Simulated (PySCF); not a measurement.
Spectrum to structure. Computed with TDDFT CAM-B3LYP/def2-SVPD, vertical, gas phase, core orbitals frozen in the response in PySCF 2.14.0, density-fitted response routines. Geometries: GFN2-xTB, one conformer each.

| state | E (eV) | f | main configurations (H = HOMO, L = LUMO) |
| --- | --- | --- | --- |
| S1 | 7.23 | 0.0008 | H-1→L+1 (76%) |
| S2 | 7.23 | 0.012 | H→L+1 (76%) |
| S3 | 7.98 | 0.136 | H→L (62%), H-3→L (16%) |
| S4 | 8.02 | 0.0002 | H-2→L (68%), H-2→L+2 (11%) |
| S5 | 8.21 | 0.030 | H-1→L (44%), H-1→L+4 (32%), H-1→L+5 (9%) |
| S6 | 8.28 | 0.022 | H-3→L+1 (31%), H-5→L (28%) |
| S7 | 8.35 | 0.0065 | H-4→L (29%), H→L+4 (12%) |
| S8 | 8.35 | 0.0063 | H-4→L (20%), H→L+4 (17%), H→L+2 (11%) |

Triplets computed (Tamm–Dancoff): 6.57, 6.57, 7.58 eV.

Orbital energies (eV): HOMO-3 -10.99, HOMO-2 -10.92, HOMO-1 -10.13, HOMO -10.02, LUMO 0.43, LUMO+1 0.81, LUMO+2 1.32.

Task: Which structure fits?
A. `[H]/N=C\C=C\[SiH2][SiH3]`
B. `Cl[Si](CCCl)(Cl)Cl`
C. `[SiH]1(C(=S)C)SCCS1`
D. `CC(=O)OCO[SiH3]`

Result: B. Its S1, at 7.23 eV, is the highest among the candidates; the nearest of the others has S1 at 5.96 eV. S1 is HOMO-1→LUMO+1 (76%). Löwdin shares by element: HOMO chlorine 69% or more, carbon 19%; LUMO chlorine 60% or more, silicon 24% (atoms not listed hold the other 16%). At the same level the other candidates give, for their lowest levels:
- `CC(=S)[SiH]1SCCS1`: 2.06 eV (f 0.000); 4.33 eV (f 0.016); 4.49 eV (f 0.005); 5.31 eV (f 0.007); 5.42 eV (f 0.027); T1 1.54 eV; HOMO -7.80, LUMO -1.58 eV
- `CC(=O)OCO[SiH3]`: 5.96 eV (f 0.000); 7.66 eV (f 0.001); 7.83 eV (f 0.006); 7.87 eV (f 0.020); 8.11 eV (f 0.011); T1 5.47 eV; HOMO -9.84, LUMO 0.93 eV
- `[H]/N=C\C=C\[SiH2][SiH3]`: 4.52 eV (f 0.006); 5.82 eV (f 0.826); 6.52 eV (f 0.021); 6.94 eV (f 0.019); 7.17 eV (f 0.044); T1 3.42 eV; HOMO -8.95, LUMO -0.65 eV

Shape of the structure used: `[Cl:1][CH2:2][CH2:3][Si:4]([Cl:5])([Cl:6])[Cl:7]`: Cl1–C2–C3–Si4 180°, C2–C3–Si4–Cl5 -60°.

Without π bonds the low states are Rydberg-like; a valence basis with one diffuse set may place them up to an eV too high.
